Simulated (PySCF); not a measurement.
**Spectroscopy problems**

PySCF 2.14.0 with density-fitted response routines calculation with GFN2-xTB structure and NMR shieldings at PBE0/pcSseg-1/GIAO; one computed conformer, non-relativistic Hamiltonian, fast rotation and ring inversion assumed for equivalent nuclei, no solvent.

Chemical shifts δ = σref − σ; ¹H (σref 31.72) and ¹³C (σref 186.93) vs TMS, all at this level. Splittings of carbon signals by F and P are missing where no couplings were computed. Where no couplings were computed, multiplicities follow the n + 1 count of equivalent neighbours, and m marks all less simple cases (inequivalent or close neighbours, rings, F or P nearby). Shifts are as computed. Against solution values, carbons near 30 ppm lie about +3 ppm off and those near 130 ppm about +5 ppm. Of 1211 compounds with measured shifts, 218 miss one by over three times the rms of a fit or turn the order of signals round; such compounds aren't used in these exercises.

(1) C₈H₇F. ¹H NMR (600 MHz, computed): δ 7.21 (m, 1H), 7.15 (m, 1H), 6.85 (m, 1H), 6.45 (m, 1H), 5.94 (m, 1H), 5.09 (m, 1H), 5.08 (m, 1H). ¹³C{¹H} NMR (computed): δ 159.2, 156.7, 155.9, 154.6, 148.8, 114.8, 112.8, 103.3. What is it?

(2) C₈H₇F. ¹H NMR (300 MHz, computed): δ 6.14 (m, 2H), 5.00 (m, 2H), 3.66 (m, 2H), 3.38 (m, 1H). ¹³C{¹H} NMR (computed): δ 138.8 (CH), 124.0 (CH), 114.9 (C), 59.6 (CH), 50.1 (CH). Give a structure.

(3) C₅H₁₄O₂Si. ¹H NMR (300 MHz, computed): δ 4.92 (s, 2H), 4.28 (sept, 1H), 4.04 (q, 2H), 1.32 (t, 3H), 1.26 (d, 6H). ¹³C{¹H} NMR (computed): δ 68.0 (CH), 61.2 (CH2), 28.0 (CH3), 20.6 (CH3). Identify the compound.

Results:

(1) `C=C1C=C/C1=C/C=C\F`. Rings plus π bonds: 5 (1 ring in the answer). 8 carbon signals for 8 carbons: no two carbons are equivalent. Carbon types of the structure: 2 × C, 5 × CH, 1 × CH2, which accounts for all hydrogens. δC 159.2, 156.7, 154.6, 114.8, 112.8: alkene CH; the olefinic region. δC 155.9, 148.8: fully substituted alkene carbon; as expected for a trigonal carbon in a double bond. δC 103.3: terminal =CH2 carbon; an sp2 carbon of a C=C bond. δH 7.21, 7.15, 6.85, 6.45, 5.94: hydrogen on an alkene CH; olefinic region.

The data come from this structure; uniqueness wasn't tested.

(2) `F[C@@]12[C@H]3C=C[C@@H]1[C@@H]2C=C3`. Rings plus π bonds: 5 (3 rings in the answer). 5 carbon signals for 8 carbons: some carbons are equivalent by symmetry or fast rotation. Carbon types of the structure: 1 × C, 7 × CH, which accounts for all hydrogens. δC 138.8, 124.0: alkene CH; the olefinic region. δC 114.9, 50.1: three-membered-ring carbon. δH 6.14, 5.00: hydrogen on an alkene CH; a vinylic proton, deshielded by the sp2 carbon and the C=C anisotropy. δH 3.66: hydrogen on a three-membered-ring carbon.

The data come from this structure; uniqueness wasn't tested.

(3) `C(C)O[SiH2]OC(C)C`. Rings plus π bonds: 0. 4 carbon signals for 5 carbons: some carbons are equivalent by symmetry or fast rotation. Carbon types of the structure: 1 × CH, 1 × CH2, 3 × CH3, leaving 2 H on heteroatoms. δC 68.0: sp3 CH bonded to O; the inductive effect lowers its shielding. δC 61.2: sp3 CH2 bonded to O; pulled downfield by the heteroatom. δC 28.0, 20.6: methyl carbon; aliphatic region, no heteroatom directly attached. δH 4.28: hydrogen on an sp3 CH bonded to O; its carbon carries O, which withdraws density.

This is the structure that produced the data.
